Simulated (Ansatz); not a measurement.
`CC[Si]N` + H–F → `CC[Si]F` + NH₃ at 500 K and 1 bar (ligand exchange at the Si–N bond).

Program: Ansatz. Geometries: PBE0-D4/def2-TZVP. ΔE: electronic, gas phase. CCSD(T)/CBS is the MP2 limit (def2-TZVPP, def2-QZVPP) plus CCSD(T) − MP2 in def2-TZVPP, frozen cores. This one scheme is used for every species. Each species was taken in one conformer, which may not be the lowest.

```csv
species,CCSD(T)/CBS energy (Eh),H − E (kJ/mol),S (J/(mol·K))
`CC[Si]N`,-424.09714,282.2,375.3
H–F,-100.39570,39.4,188.7
`CC[Si]F`,-468.00242,212.7,373.8
NH₃,-56.50880,108.2,211.8
```

H − E and S are ideal-gas, rigid-rotor, harmonic terms from PBE0-D4/def2-TZVP, for one conformer and one mirror image of each species. 1 Eh = 2625.50 kJ/mol, R = 8.31446 J/(mol·K).

Question: By hand: ΔE, ΔH, ΔS and ΔG.

Answer: ΔE = (-468.00242) + (-56.50880) − (-424.09714) − (-100.39570) = -0.01838 Eh = -48.3 kJ/mol. Δ(H − E) = 212.7 + 108.2 − 282.2 − 39.4 = -0.7, so ΔH = -49.0 kJ/mol. ΔS = 373.8 + 211.8 − 375.3 − 188.7 = 21.6 J/(mol·K). ΔG = -49.0 − 500 × (21.6)/1000 = -59.8 kJ/mol.

Question: By hand: the equilibrium constant, and the temperature at which ΔG would vanish if ΔH and ΔS stayed fixed.

Answer: log₁₀ K = −ΔG/(RT ln 10) = 6.2. ΔH and −TΔS have one sign here, so there is no such temperature.

ΔH outweighs TΔS. A doubt of 5 kJ/mol in ΔE shifts log₁₀ K by 0.5 here. Other conformers and mirror images would add mixing entropy, several J/(mol·K) or more a flexible species. Modes under 60 cm⁻¹, often nearly free rotors, make the harmonic entropy too high. These are equilibria of isolated gas molecules and say nothing of rates. Largest T1 diagnostic: 0.013 (customary marks: 0.02 for closed shells, 0.045 for open ones).
